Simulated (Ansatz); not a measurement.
C₄H₄N, SMILES [c]1cc[nH]c1, multiplicity 2.

Geometry: r2SCAN-D4/def2-SVP. The isomer is the one that the SMILES or the coordinates give; other isomers of the formula were not compared.

Two levels are set side by side: PBE/def2-SVPD (Ansatz, an electronic-structure program) and CAM-B3LYP/def2-SVPD (Ansatz). Energy differences of separate SCF runs at the same geometry; the states with an electron removed or added have multiplicity 3 and 1. Differences are taken from unrounded values.

| quantity | CAM-B3LYP | PBE | PBE minus CAM-B3LYP |
|---|---|---|---|
| vertical ionisation energy (eV) | 8.46 | 8.47 | 0.01 |
| vertical electron affinity (eV) | 0.59 | 0.65 | 0.06 |
